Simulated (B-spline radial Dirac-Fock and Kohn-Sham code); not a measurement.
## Dipole and non-dipole photoemission parameters of Yb 5p1/2

System: the Yb atom in the configuration [Xe] 4f14 6s2; threshold 35.78 eV (orbital energy of the model). The computed values come from a B-spline atomic structure program: Dirac-Hartree-Slater photoionisation with a Latter tail; cross sections with all multipoles, angular parameters from the dipole term and its interference with E2.

| hν (eV) | σ (kb) | β | γ | δ |
| --- | --- | --- | --- | --- |
| 52.9 | 2000 | 1.917 | 0.014 | -0.005 |
| 62.5 | 1060 | 1.872 | 0.105 | -0.009 |
| 68.7 | ? | ? | ? | ? |
| 77.7 | 463 | 1.645 | 0.266 | -0.019 |
| 100 | 188 | 1.141 | 0.395 | -0.026 |
| 107 | 150 | 0.963 | 0.399 | -0.026 |
| 108 | 145 | 0.938 | 0.398 | -0.026 |
| 200 | 34.9 | -0.026 | -0.037 | 0.028 |
| 273 | 24.7 | 0.355 | -0.020 | 0.040 |
| 374 | 18.6 | 0.827 | 0.154 | 0.033 |
| 400 | 17.6 | 0.915 | 0.192 | 0.030 |
| 521 | 13.7 | 1.202 | 0.307 | 0.019 |
| 566 | 12.7 | 1.274 | 0.329 | 0.016 |
| 577 | 12.4 | 1.289 | 0.332 | 0.016 |
| 676 | 10.5 | 1.402 | 0.348 | 0.010 |
| 758 | 9.25 | 1.469 | 0.343 | 0.007 |
| 800 | 8.69 | 1.496 | 0.336 | 0.006 |
| 916 | 7.39 | 1.556 | 0.307 | 0.003 |
| 968 | 6.91 | 1.577 | 0.292 | 0.003 |
| 1253.6 | 4.91 | 1.652 | 0.199 | 0.000 |
| 2390 | 1.83 | 1.718 | -0.010 | -0.004 |
| 2910 | 1.30 | 1.714 | -0.019 | -0.004 |
| 2984.4 | 1.24 | 1.713 | -0.017 | -0.004 |
| 3060 | 1.18 | 1.712 | -0.015 | -0.004 |
| 6520 | 0.266 | 1.617 | 0.378 | 0.001 |
| 8047.8 | 0.167 | 1.574 | 0.591 | 0.007 |
| 10500 | 0.0909 | 1.512 | 0.908 | 0.020 |
| 11300 | 0.0764 | 1.493 | 1.004 | 0.024 |
| 12000 | 0.0662 | 1.478 | 1.085 | 0.028 |
| 15000 | 0.0383 | 1.416 | 1.404 | 0.047 |

Q: Give the values at 68.7 eV.

A: σ = 736 kb, β = 1.797, γ = 0.173, δ = -0.013.
